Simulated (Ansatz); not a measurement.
CAlClFNO (`O=C=[N][Al]([F])[Cl]`), relaxed with RKS PBE0-D4/def2-TZVP in Ansatz from a PBE-D4/def2-SVP geometry. The force threshold is 0.005 eV/Å; the program also tests the step.

The species carries charge 0 and has multiplicity 1.

Start:

```xyz
6

O    -2.374   -1.623    0.818
C    -1.431   -0.983    0.516
N    -0.461   -0.323    0.204
Al    0.948    0.633   -0.246
F     2.040    1.081    0.928
Cl    1.279    1.216   -2.220
```

```csv
step,energy (eV),largest force (eV/Å),largest move (Å)
1,-26404.8736,1.429,0.000
2,-26404.9249,0.449,0.034
3,-26404.9311,0.108,0.015
4,-26404.9314,0.012,0.002
5,-26404.9314,0.020,0.003
6,-26404.9315,0.040,0.012
7,-26404.9316,0.071,0.029
8,-26404.9318,0.003,0.013
9,-26404.9318,0.012,0.012
10,-26404.9318,0.005,0.003
```

End:

```xyz
6

O    -2.358   -1.599    0.742
C    -1.411   -0.968    0.505
N    -0.433   -0.319    0.271
Al    0.944    0.626   -0.223
F     2.038    1.085    0.898
Cl    1.220    1.174   -2.194
```

Run time 43 s (2 threads of a server CPU on a shared host); peak host memory 0.49 GiB.
